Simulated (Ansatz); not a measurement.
B₄N₃. The state is a doublet with charge 0. Geometry PBE-D4/def2-SVP, basis def2-TZVP, Ansatz.

```xyz
7

B     0.0227    0.3864    1.1424
B    -0.4533    1.2594   -0.4308
B     0.3585   -1.1513   -0.0451
B    -0.1808    0.0121   -1.3936
N     0.4500   -0.9031    1.2961
N     0.2244   -1.2801   -1.4267
N    -0.4215    1.6767    0.8577
```

```csv
run,HOMO (eV),LUMO (eV)
A,-6.14,-3.14
B,-7.69,-1.49
C,-4.98,-4.22
D,-5.96,-3.37
E,-5.19,-3.90
F,-5.00,-4.00
```

The structure comes from a short search, and lower isomers may exist.

HOMO and LUMO are taken over both spins.

Problem. The runs used B97M-V, PBE, PBE0, r2SCAN, r2SCAN0, ωB97M-V. Estimate which is which.

Solution. A r2SCAN0 (25 % exact exchange); B ωB97M-V (range-separated); C PBE (0 % exact exchange); D PBE0 (25 % exact exchange); E r2SCAN (0 % exact exchange); F B97M-V (0 % exact exchange). Exact exchange lowers occupied and raises empty levels; among semilocal functionals meta-GGAs tend to open the gap a little, and such runs are hard to tell apart. The gap grows from 0.76 eV (PBE) to 6.20 eV (ωB97M-V).
